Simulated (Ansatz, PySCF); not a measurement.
Ways to break one bond of NB(N)F:

A. NB(N)F -> N[B]F + [NH2] (NH2)
B. NB(N)F → N[B]N + F atom
C. NB(N)F → [NH]B(N)F + H atom

Quantity: bond dissociation energy (enthalpy at 298 K, with B3LYP-D3(BJ) rigid-rotor harmonic-oscillator terms), kcal/mol. Structures are relaxed separately at B3LYP-D3(BJ)/def2-TZVP in Ansatz (a first-principles code), one conformer each, not searched for the lowest. Frequencies are from Ansatz or PySCF. Correlated levels leave the core frozen unless marked. Open shells are spin-unrestricted. No spin-orbit coupling. No relativistic terms. CBS marks a two-point X^-3 extrapolation of the correlation energy; Hartree-Fock from the larger set.

Task: Rank them by bond dissociation energy at CCSD(T)/CBS(cc-pVTZ,cc-pVQZ) (Ansatz), lowest first.

Result: C (116.2 kcal/mol), A (130.4 kcal/mol), B (169.4 kcal/mol)
